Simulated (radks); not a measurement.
Results of a calculation; reference values are marked as such.
Excited configurations of Se3+: one electron is placed in a higher orbital outside [Ar] 3d10 4s2. The ground configuration is [Ar] 3d10 4s2 4p1. Code: a radial shooting solver on a logarithmic mesh with Libxc functionals. Model: Dirac Kohn-Sham, BLYP, spin-unpolarised, spherical densities, finite nucleus; open shells are shared between the two j in proportion to 2j + 1; Fermi nuclear charge, rms radius 4.14 fm. Excitation = E - E(ground); binding = E(ion) - E, where the ion is the core of charge +4; n* = 4/sqrt(2 binding) in atomic units, and the quantum defect is n - n*.

outer orbital  excitation (eV)  binding (eV)     n*  quantum defect
4d                      17.122        25.148  2.942           1.058
4f                      27.958        14.312  3.900           0.100
5s                      18.670        23.600  3.037           1.963
5d                      28.251        14.019  3.941           1.059
5f                      32.716         9.554  4.773           0.227
6s                      28.629        13.641  3.995           2.005
6p                      30.382        11.888  4.279           1.721
6d                      33.163         9.107  4.889           1.111
6f                      35.522         6.748  5.680           0.320
7s                      33.347         8.923  4.939           2.061
7d                      35.813         6.457  5.806           1.194
7f                      37.252         5.018  6.586           0.414

The Delta-SCF ionisation energy is 42.270 eV (NIST Atomic Spectra Database: 42.947 eV, measured). Self-interaction in the functional shifts the binding energies and quantum defects, so they are the method's values and not measured ones. Spin polarisation and multiplet splitting are left out, so open shells lie too high by an amount that depends on their filling. Sharing an open shell by 2j + 1 raises it above the true ground level by a part of the spin-orbit splitting, which enters the differences from NIST.

Beside tabulated values, note that spin-unpolarised runs miss the spin-polarisation part of the exchange energy of open shells.
